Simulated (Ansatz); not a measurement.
```yaml
crystal:
  periodic: [false, false, false]
  atoms:
    - {symbol: Ga, position_ang: [0.304004, -1.198205, 0.929638]}
    - {symbol: As, position_ang: [0.138655, 1.324768, 0.375473]}
    - {symbol: As, position_ang: [-0.442659, -0.126563, -1.305111]}
basis:
  gaussian: {orbitals: pcseg-2, point_charges: [{charge: 0.50, position_ang: [3.757, -0.018, 0.168]}]}
total_charge: -2
magnetization: {spin_polarized: true, initial_magnetization: 1}
hamiltonian: {xc: {name: B97M-V}}
scf: {omitted_lower_state_checks: [starts]}
output: {forces: true}
```

```sh
$ ansatz run in.yaml --threads 4 --pin off --events-out ev --progress --plain --max-ram 3916MiB
```

Shortened log:

```
Functional definition: B97M-V
1104 factors; their error is unknown
mean field evaluation 1: about -174018.0108 eV, gradient 4.2e1 eV
mean field evaluation 2: about -173963.9007 eV, gradient 8.5e1 eV
mean field evaluation 4: about -174031.2792 eV, gradient 1.0e1 eV
mean field evaluation 8: about -174032.0704 eV, gradient 2.0e-1 eV
mean field evaluation 16: about -174032.0572 eV, gradient 9.9e-4 eV
mean field -174032.05721399 eV, -6395.5601394489 hartree, gradient 2.9e-5 eV, S^2 0.768288; 0 other end points of the search recorded, 0 dependent functions left out
reference -174032.05725406 eV, -6395.5601409215 hartree; 50, 49 occupied and 79, 80 virtual orbitals, 1104 factors
Total energy: -174032.05725406 eV, -6395.5601409215 hartree
Atom 0 at     0.304004    -1.198205     0.929638 Å, force     0.233109     0.423325    -0.356786 eV/Å
Atom 1 at     0.138655     1.324768     0.375473 Å, force     0.841569     0.649704     1.180875 eV/Å
Atom 2 at    -0.442659    -0.126563    -1.305111 Å, force    -0.258669    -1.118088    -0.898652 eV/Å
Dipole moment:    -0.468635     0.167511    -0.219119 e Å
Checks for a lower state left out: starts
```

It took 9.5 s on 4 threads of Arm Neoverse V2 on a shared host.

A multiply charged anion in the gas phase is held together partly by the finite basis. The highest occupied level of an anion often lies above zero with these methods, and sets without diffuse functions describe the outer electron poorly.

The dipole of an ion depends on the origin.
